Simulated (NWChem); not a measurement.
# CH4O2Sn, singlet; SMILES [OH][Sn][O]C

```xyz
8

Sn     0.2633    -0.6075     0.0021
O     -1.7318    -0.4745    -0.0034
H     -2.1092     0.4110    -0.0712
O      0.6717     1.3568    -0.0236
C     -0.2027     2.4348     0.0157
H     -1.1717     2.2089     0.5091
H      0.2484     3.2729     0.5778
H     -0.4362     2.8150    -0.9983
```
Atoms are numbered in this order, from 1.

Computed with NWChem. Low-valent species are run as closed-shell singlets; no triplet was tried in these runs. Coordinates come from a PBE0/def2-SVP optimisation. def2 effective core potentials on Sn; no spin-orbit coupling. Level B3LYP/def2-SVP: energy and gradient on several grids; changes count from the extra-fine grid, which is no exact limit either.

Which is the coarsest grid (fine; xfine; xcoarse; medium; coarse) from which on the energy stays within 100 μHa and each gradient component within 200 μHa/bohr of xfine?

medium.
| grid | size of the energy change (μHa) | largest change of a gradient component (μHa/bohr) |
|---|---|---|
| xcoarse | 2000 | 6000 |
| coarse | 20 | 800 |
| medium | < 10 | 100 |
| fine | < 10 | < 30 |
| xfine | < 10 | < 30 |
